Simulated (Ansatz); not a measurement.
Cartesian coordinates in Å:
```
Si -1.331 0.784 -1.404
B -0.116 0.069 -0.123
Si 0.814 1.299 1.145
Si 0.209 -1.901 -0.067
H -2.106 -0.017 -2.386
H -1.646 2.227 -1.569
H 2.292 1.109 1.072
H 0.396 0.987 2.544
H 0.532 2.743 0.903
H 1.636 -2.184 -0.399
H -0.636 -2.679 -1.018
H -0.044 -2.435 1.302
```

Total charge 0; spin multiplicity 2.

Q: List the r2SCAN/def2-TZVPP orbital energies in eV (the Gaussian-basis code of Ansatz). (Estimate.)

A: The calculation gave: α occupied: -1791.80, -1790.58, -1790.58, -180.56, -142.26, -141.08, -141.08, -97.31, -97.07, -97.02, -95.94, -95.94, -95.94, -95.94, -95.92, -95.92, -15.25, -13.69, -13.41, -10.95, -9.62, -8.96, -8.94, -8.53, -8.47, -7.39, -7.06, -6.28. α empty: -2.89, -0.48, 0.31, 0.32, 0.48, 0.58, 1.07, 1.60. β occupied: -1791.74, -1790.59, -1790.59, -180.47, -142.21, -141.09, -141.08, -97.13, -97.02, -96.97, -95.94, -95.94, -95.94, -95.94, -95.92, -95.92, -14.82, -13.41, -13.39, -10.65, -9.57, -8.95, -8.82, -8.48, -8.45, -7.22, -7.01. β empty: -4.51, -1.65, -0.04, 0.40, 0.47, 0.69, 0.93, 1.25. ⟨S²⟩ = 0.758.
